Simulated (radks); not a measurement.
Results of a calculation; reference values are marked as such.
Task: All-electron atom: Ce18+ in [Kr] 4d4. Code: a radial shooting solver on a logarithmic mesh with Libxc functionals. Model: scalar-relativistic Kohn-Sham, SCAN, spin-unpolarised, spherical densities, finite nucleus; meta-GGA in the generalised Kohn-Sham scheme; Fermi nuclear charge, rms radius 4.8771 fm. Some entries of the table are withheld. Estimate them.

orbital  occ.  eigenvalue (hartree)  <r> (bohr)  <1/r> (bohr^-1)
1s          2             -1498.550     0.02457              (1)
2s          2             -254.3583      0.1051            14.63
2p          6             -229.3836     0.09232            13.83
3s          2             -67.29669      0.2769            5.342
3p          6             -59.28614         (2)            5.054
3d         10                   (3)      0.2515            4.791
4s          2                   (4)         (5)            2.335
4p          6             -22.05510      0.6299            2.194
4d          4             -18.01677      0.6564              (6)

Result: 
(1) 1s <1/r> (bohr^-1): 63.34
(2) 3p <r> (bohr): 0.2748
(3) 3d eigenvalue (hartree): -48.01267
(4) 4s eigenvalue (hartree): -24.84769
(5) 4s <r> (bohr): 0.6064
(6) 4d <1/r> (bohr^-1): 2.009
